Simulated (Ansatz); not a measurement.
Start from `[AlH2][S][SnH3]` and change one atom or group to get `[AlH2][SH]`.

Ansatz, PBE0-D4/def2-TZVP geometries, multiplicity 1. 

Elements past krypton have def2 core potentials.

```json
{"property": "HOMO energy (B3LYP/def2-TZVPP) / eV", "`[AlH2][S][SnH3]`": "-7.36"}
{"property": "HOMO–LUMO gap (ωB97M-V/def2-TZVPP) / eV", "`[AlH2][S][SnH3]`": "9.93"}
{"property": "ideal-gas entropy at 298 K and 1 bar (rigid rotor, harmonic PBE0-D4/def2-TZVP) / J/(mol·K)", "`[AlH2][S][SnH3]`": "355"}
{"property": "HOMO energy (ωB97M-V/def2-TZVPP) / eV", "`[AlH2][S][SnH3]`": "-9.73"}
{"property": "size of the dipole moment (ωB97M-V/def2-TZVPP) / D", "`[AlH2][S][SnH3]`": "1.35"}
{"property": "HOMO energy (PBE/def2-TZVPP) / eV", "`[AlH2][S][SnH3]`": "-6.48"}
```

Task: Give the same properties after the change, and the shifts. (An estimate is asked.)

Result: Computed: 
```
                                                                                  property  `[AlH2][SH]`  shift
                                                       HOMO energy (B3LYP/def2-TZVPP) / eV         -7.60  -0.24
                                                   HOMO–LUMO gap (ωB97M-V/def2-TZVPP) / eV         10.26   0.33
ideal-gas entropy at 298 K and 1 bar (rigid rotor, harmonic PBE0-D4/def2-TZVP) / J/(mol·K)           268    -87
                                                     HOMO energy (ωB97M-V/def2-TZVPP) / eV        -10.04  -0.31
                                        size of the dipole moment (ωB97M-V/def2-TZVPP) / D          0.95  -0.40
                                                         HOMO energy (PBE/def2-TZVPP) / eV         -6.70  -0.22
```

The zero-point energy changes by -35.3 kJ/mol with -9 modes. Dipoles are sizes alone; their direction can turn. Modes under 60 cm⁻¹, often nearly free rotors, make the harmonic entropy too high.

B3LYP here is the variant with VWN-RPA as its local correlation; programs differ in this.
